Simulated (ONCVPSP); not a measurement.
Reading a pseudo-wave (Ni)

Columns: radius, all-electron u(r) and pseudo u(r) of the 3p shell (level -71.26 eV) of nickel in the configuration [Ne] 3s2 3p6 3d8 4s2; LDA (Perdew-Zunger), scalar-relativistic, ONCV scheme, ONCVPSP 4.0.1.

```json
{"r (bohr)": "0.065", "all-electron": "-0.4210", "pseudo": "0.0339"}
{"r (bohr)": "0.130", "all-electron": "-0.6436", "pseudo": "0.1309"}
{"r (bohr)": "0.195", "all-electron": "-0.4590", "pseudo": "0.2790"}
{"r (bohr)": "0.260", "all-electron": "-0.0746", "pseudo": "0.4604"}
{"r (bohr)": "0.325", "all-electron": "0.3381", "pseudo": "0.6536"}
{"r (bohr)": "0.390", "all-electron": "0.6894", "pseudo": "0.8374"}
{"r (bohr)": "0.455", "all-electron": "0.9477", "pseudo": "0.9936"}
{"r (bohr)": "0.520", "all-electron": "1.1125", "pseudo": "1.1097"}
{"r (bohr)": "0.585", "all-electron": "1.1971", "pseudo": "1.1793"}
{"r (bohr)": "0.650", "all-electron": "1.2197", "pseudo": "1.2032"}
{"r (bohr)": "0.715", "all-electron": "1.1977", "pseudo": "1.1876"}
{"r (bohr)": "0.780", "all-electron": "1.1455", "pseudo": "1.1409"}
{"r (bohr)": "0.845", "all-electron": "1.0747", "pseudo": "1.0732"}
{"r (bohr)": "0.910", "all-electron": "0.9936", "pseudo": "0.9932"}
{"r (bohr)": "0.975", "all-electron": "0.9084", "pseudo": "0.9082"}
{"r (bohr)": "1.040", "all-electron": "0.8231", "pseudo": "0.8230"}
{"r (bohr)": "1.105", "all-electron": "0.7406", "pseudo": "0.7405"}
{"r (bohr)": "1.170", "all-electron": "0.6626", "pseudo": "0.6625"}
{"r (bohr)": "1.235", "all-electron": "0.5900", "pseudo": "0.5899"}
{"r (bohr)": "1.300", "all-electron": "0.5234", "pseudo": "0.5233"}
{"r (bohr)": "1.365", "all-electron": "0.4628", "pseudo": "0.4627"}
{"r (bohr)": "1.430", "all-electron": "0.4080", "pseudo": "0.4080"}
{"r (bohr)": "1.495", "all-electron": "0.3589", "pseudo": "0.3589"}
{"r (bohr)": "1.560", "all-electron": "0.3152", "pseudo": "0.3151"}
{"r (bohr)": "1.625", "all-electron": "0.2762", "pseudo": "0.2761"}
{"r (bohr)": "1.690", "all-electron": "0.2417", "pseudo": "0.2417"}
```

Problem. How many radial nodes do the two functions have?

Solution. The all-electron 3p function has n − l − 1 = 1; the pseudo-wave has 0, since the states of the same l below it are removed with the core.

Problem. At about which radius was the pseudo-wave matched?

Solution. 1.00 bohr. The columns agree to 0.0005 from 0.91 bohr on; several derivatives are matched, so the curves merge somewhat inside the radius.

Problem. Is the pseudo-wave norm-conserving?

Solution. Yes: the ONCV scheme keeps the norm inside the radius equal to the all-electron one, which fixes the energy derivative of the logarithmic derivative at the level.
